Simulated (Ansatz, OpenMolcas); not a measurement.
# From Ansatz to OpenMolcas

Ansatz 0.2.0 runs this on TiHCl3O (SMILES Cl[Ti](Cl)(Cl)O):

input.yaml:
```yaml
crystal:
  periodic: [false, false, false]
  atoms:
    - symbol: Cl
      position_ang: [-1.629250, -0.831330, 1.360800]
    - symbol: Ti
      position_ang: [-0.080580, -0.347470, -0.093680]
    - symbol: Cl
      position_ang: [1.757320, -1.362960, 0.488070]
    - symbol: Cl
      position_ang: [-0.693400, -0.978720, -2.087950]
    - symbol: O
      position_ang: [0.191890, 1.375840, -0.087440]
    - symbol: H
      position_ang: [0.454040, 2.144630, 0.420190]
basis:
  gaussian:
    orbitals: def2-SVP
hamiltonian:
  xc: r2scan
accuracy: high
output: {orbitals: {seedname: orbitals}}
```

```bash
$ ansatz run input.yaml --threads 1 --pin off --max-ram 3480MiB --events-out events.jsonl --progress --plain --runs-dir runs
```

The shape is that of a PBE0-D4/def2-TZVP optimisation.

It gives a total energy of -2305.428985 Eh.

Question: How is this level of theory, on these atoms, set up in OpenMolcas 26.06 as an input file of the program's own, asking for the gradient?

Answer: For example:

test.input:
```
* Cl3HOTi Kohn-Sham DFT
>>> EXPORT MOLCAS_PRINT=2

&GATEWAY
  BasLib=$CurrDir
  Coord
  6
  angstrom
  Cl      -1.629250      -0.831330       1.360800
  Ti      -0.080580      -0.347470      -0.093680
  Cl       1.757320      -1.362960       0.488070
  Cl      -0.693400      -0.978720      -2.087950
  O        0.191890       1.375840      -0.087440
  H        0.454040       2.144630       0.420190
  Basis=def2-SVP
  Group=NoSym

&SEWARD
  GridInput
  Grid=UltraFine
  End of Grid

&SCF
  KSDFT=2
  1.0 MGGA_X_R2SCAN
  1.0 MGGA_C_R2SCAN
  Thresholds=1e-10 1e-07 1e-07 1e-05
  PrOrbitals=0

&ALASKA
```

```bash
$ export MOLCAS_MEM=1860
$ pymolcas test.input > test.log
```

(Basis files named in the input come from the Basis Set Exchange and aren't shown.)

Its energy is -2305.428866 Eh, 0.119 mEh from the first; the programs' integration grids differ.
